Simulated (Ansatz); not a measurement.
Al₅O₉H₃, relaxed as a singlet with RKS r2SCAN-D4/def2-SVP in Ansatz, starting from the GFN2-xTB geometry. Force threshold 0.03 eV/Å.

The restricted singlet is unstable towards broken spin symmetry in Hartree–Fock (as tested in another run); at r2SCAN-D4/def2-SVP this wasn't settled. Another isomer (singlet) lies 4.35 eV lower at PBE0-D4/def2-TZVP; other spin states weren't run for this one.

Start:

```xyz
17

Al    1.1872    2.5103    0.8795
Al   -0.7418   -2.2588    0.8784
Al   -1.0061   -1.7257   -2.2229
Al    0.5272   -0.2176    1.7595
Al   -0.7818    0.8149   -0.6427
O     2.0237    3.8803    1.1444
O    -0.7461   -2.5421   -0.7813
O     0.0589    2.2388   -0.3459
O     1.8539    0.8864    1.3552
O    -1.1719   -2.4674   -3.6712
O    -0.9191   -0.1174    0.7798
O     0.6134   -1.8693    1.9103
O    -1.0577   -0.0260   -2.0444
O     0.8479    1.4310    2.3267
H    -1.2998   -2.3811   -4.6044
H     2.6664    4.3316    1.6720
H    -2.0544   -2.4876    1.6070
```

```json
{"step": "1", "energy (eV)": "-51438.7205", "largest force component (eV/Å)": "2.694", "SCF passes": "23"}
{"step": "2", "energy (eV)": "-51439.1380", "largest force component (eV/Å)": "1.556", "SCF passes": "22"}
{"step": "3", "energy (eV)": "-51439.3394", "largest force component (eV/Å)": "0.214", "SCF passes": "22"}
{"step": "4", "energy (eV)": "-51439.3880", "largest force component (eV/Å)": "0.345", "SCF passes": "20"}
{"step": "5", "energy (eV)": "-51439.4061", "largest force component (eV/Å)": "0.546", "SCF passes": "21"}
{"step": "6", "energy (eV)": "-51439.4129", "largest force component (eV/Å)": "0.618", "SCF passes": "20"}
{"step": "7", "energy (eV)": "-51439.4237", "largest force component (eV/Å)": "0.114", "SCF passes": "22"}
{"step": "8", "energy (eV)": "-51439.4243", "largest force component (eV/Å)": "0.074", "SCF passes": "21"}
{"step": "9", "energy (eV)": "-51439.4255", "largest force component (eV/Å)": "0.015", "SCF passes": "23"}
```

Force components are those of the run's own axes.

End:

```xyz
17

Al    1.175    2.547    0.851
Al   -0.869   -2.156    0.913
Al   -0.973   -1.777   -2.220
Al    0.597   -0.239    1.818
Al   -0.750    0.783   -0.711
O     1.988    4.004    1.046
O    -0.617   -2.548   -0.761
O     0.040    2.253   -0.385
O     1.969    0.912    1.332
O    -1.167   -2.582   -3.698
O    -0.829   -0.162    0.754
O     0.541   -1.908    2.013
O    -1.101   -0.047   -2.137
O     0.941    1.479    2.408
H    -1.362   -2.141   -4.528
H     2.624    4.253    1.720
H    -2.206   -2.671    1.586
```

By distances, no bond broke or formed. The bond that changes most is Al2–O11, from 2.15 to 2.00 Å (atoms count from 1).

No frequencies were taken in this run, so the end may be a saddle point.

Run time 71 s (4 threads of Arm Neoverse V1 on a shared host).
